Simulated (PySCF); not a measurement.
Telling isomers of C8H16O apart by NMR

No relativistic terms, averaged over atoms made equivalent by symmetry, fast rotation or ring inversion, gas phase, one conformer. Geometry: GFN2-xTB; PBE0/pcSseg-1 with gauge-including orbitals; PySCF 2.14.0 with density-fitted response routines.

Shifts are taken against calculated references (same method and geometry level): ¹H (σ = 31.72 ppm), ¹³C (σ = 186.93 ppm) vs TMS. Where no couplings were computed, multiplicities follow the n + 1 count of equivalent neighbours, and m marks all less simple cases (inequivalent or close neighbours, rings, F or P nearby). Shifts are as computed. Against solution values, carbons near 30 ppm lie about +3 ppm off and those near 130 ppm about +5 ppm. Of 1211 compounds with measured shifts, 218 miss one by over three times the rms of a fit or turn the order of signals round; such compounds aren't used in these exercises.

(1) Tabulate the signals of `COCC1CCCCC1`, `CO[C@@H]1CCC[C@H](C)C1` and their relative energies.

(2) What is the quickest way to tell COCC1CCCCC1 from CO[C@@H]1CCC[C@H](C)C1?

## Answers

(1) 
```json
{"SMILES": "COCC1CCCCC1", "carbon types": "1×CH 6×CH2 1×CH3", "δC": "84.0, 61.5, 42.8, 33.9, 31.0, 30.1", "δH": "3.51 (s, 3H), 3.11 (d, 2H), 1.90 (m, 2H), 1.78 (m, 2H), 1.74 (m, 1H), 1.40 (m, 1H), 1.22 (m, 2H), 1.10 (m, 1H), 0.67 (m, 2H)", "E rel. (kcal/mol)": "2.2"}
{"SMILES": "CO[C@@H]1CCC[C@H](C)C1", "carbon types": "2×CH 4×CH2 2×CH3", "δC": "84.3, 58.0, 46.1, 38.0, 35.6, 32.6, 27.8, 25.0", "δH": "3.55 (s, 3H), 2.95 (m, 1H), 2.28 (m, 1H), 1.90 (m, 1H), 1.83 (m, 1H), 1.57 (m, 1H), 1.20 (m, 1H), 1.14 (m, 1H), 0.98 (d, 3H), 0.91 (m, 1H), 0.79 (m, 1H), 0.70 (m, 1H)", "E rel. (kcal/mol)": "0.0"}
```

Energies are electronic energies at PBE0/pcSseg-1 on these geometries, without zero-point or thermal terms, each for the one conformer computed, which needn't be the lowest.

(2) Count the carbon signals: 6 against 8. The first has an sp3 CH2 bonded to O at 84.0 ppm, the second an sp3 CH bonded to O at 84.3 ppm.
